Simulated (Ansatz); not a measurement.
The pair A = NH3 (SMILES N) (first 4 atoms), B = N2 (SMILES N#N); geometry from B3LYP-D3(BJ)/def2-TZVP.
(charge 0, multiplicity 1):
```xyz
6

N     -0.077    -0.118    -0.355
H      0.881     0.150    -0.549
H     -0.660     0.690    -0.537
H     -0.139    -0.319     0.637
N     -0.010    -0.046     4.351
N     -0.069    -0.184     3.271
```

Cores are frozen in the correlated methods. MP2 and its Hartree–Fock in aug-cc-pVQZ are density fitted.

Codes used: Ansatz (a first-principles code). 

The counterpoise-corrected interaction energy is E(AB) − E(A in the pair's basis) − E(B in the pair's basis). Total energies (hartree):

```csv
level,AB,A in the pair's basis,B in the pair's basis
HF/aug-cc-pVTZ,-165.2060410,-56.2202801,-108.9860122
MP2/aug-cc-pVTZ,-165.8252935,-56.4606460,-109.3637825
HF/aug-cc-pVQZ,-165.2164391,-56.2239074,-108.9927723
MP2/aug-cc-pVQZ,-165.8713363,-56.4777151,-109.3927118
CCSD(T)/aug-cc-pVTZ,-165.8621524,-56.4806429,-109.3806773
```

Task: Work out the counterpoise-corrected interaction energy at the basis-set limit: extrapolate the MP2 correlation part as X⁻³, take Hartree–Fock from the larger set, and add the CCSD(T) − MP2 difference of aug-cc-pVTZ.

Result: 
1. Differences (1 hartree = 627.509 kcal/mol): HF/aug-cc-pVTZ 0.158; MP2/aug-cc-pVTZ -0.543; HF/aug-cc-pVQZ 0.151; MP2/aug-cc-pVQZ -0.571; CCSD(T)/aug-cc-pVTZ -0.522.
2. Correlation parts, MP2 less HF: -0.700 in aug-cc-pVTZ (X = 3), -0.722 in aug-cc-pVQZ (X = 4).
3. Limit (4³·(-0.722) − 3³·(-0.700))/(4³ − 3³) = -0.737; with HF/aug-cc-pVQZ it gives -0.586.
4. CCSD(T) less MP2 in aug-cc-pVTZ: 0.021.
Result: -0.57 kcal/mol, against -0.54 at MP2/aug-cc-pVTZ. It is an estimate of this method's limit, not of the exact value.
